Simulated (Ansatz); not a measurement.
Reaction (atomization): `[OH][Sn]([OH])([OH])[F]` → F• + 3 H• + 3 O• + Sn•

Computed with Ansatz on PBE0-D4/def2-TZVP structures; ΔE is electronic, products minus reactants. CCSD(T)/CBS is the MP2 limit (def2-TZVPP, def2-QZVPP) plus CCSD(T) − MP2 in def2-TZVPP, frozen cores. This one scheme is used for every species, atoms too. For atomizations the MP2-based limit and the directly extrapolated one differ by several kJ/mol either way, and by 10 to 25 for some Ge, Se and Sn compounds, so smaller differences from it don't rank the levels. DFT in def2-TZVPP. No spin–orbit coupling; open shells (•) take unrestricted orbitals. Spin–orbit coupling would lower the free atoms: a little for F, O; strongly for Sn. def2 core potentials past Kr. For Sn outer-core shells are correlated without core-valence functions, so the limit isn't a true one: a few kJ/mol of doubt a bond, and 10 to 20 or more in all where bonds break to atoms. Each species was taken in one conformer, which may not be the lowest.

`[OH][Sn]([OH])([OH])[F]`:

Z-matrix (Å, degrees):
```
Sn
O 1 1.928
O 1 1.935 2 107.0
O 1 1.934 2 113.9 3 124.6
F 1 1.908 2 108.7 3 -119.9
H 2 0.962 1 112.1 3 7.9
H 3 0.961 1 113.6 2 161.1
H 4 0.962 1 111.9 2 105.6
```

| species | PBE0 energy (Eh) |
| --- | --- |
| `[OH][Sn]([OH])([OH])[F]` | -541.53324 |
| F• | -99.67617 |
| H• | -0.50104 |
| O• | -75.01860 |
| Sn• | -214.25870 |

(1) Work out ΔE.

Largest T1 diagnostic among the species: 0.015.

Results:

(1) ΔE = 3 × (-0.50104) + 3 × (-75.01860) + (-99.67617) + (-214.25870) − (-541.53324) = 1.03945 Eh = +28.28 eV. CCSD(T)/CBS gives +29.58 eV.

From r2SCAN to r2SCAN0 (25 % exact exchange), in def2-TZVPP and without D4, ΔE moves by −1.22 eV: exact exchange takes away binding that semilocal exchange gives to molecules. Leaving LDA and LC-ωPBE aside and taking each functional with its dispersion term where it has one, the values, not all of them listed here, spread over 2.83 eV, from BHLYP-D4 to PBE-D4. LDA lies +4.90 eV from PBE without D4, its usual overbinding.
